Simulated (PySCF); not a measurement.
Input for PySCF: R-B3LYP/3-21G on H2OSSn (SMILES [OH][Sn][SH]), a point of a torsion scan.

```python
from pyscf import gto, scf, dft, mp
from pyscf.data.elements import chemcore

mol = gto.M(
    atom='''
    O    -1.57563224    0.29154099   -0.31110622
    Sn   -0.23630904   -0.70704318   -1.43113686
    S    -1.34544030   -2.91010071   -1.50757317
    H    -2.21205508    0.12856326    0.38040628
    H    -2.43497709   -2.54039637   -0.85438079
    ''',
    basis='3-21g',
    charge=0, spin=0, verbose=3, max_memory=1800)
mf = dft.RKS(mol, xc='b3lyp')
mf.conv_tol = 1e-8
mf.max_cycle = 100
mf.kernel()
if not mf.converged:
    mf = mf.newton().run(mf.mo_coeff, mf.mo_occ)
```

**Question.** What total energy does the run end on?

**Answer.** -6471.1259 hartree.
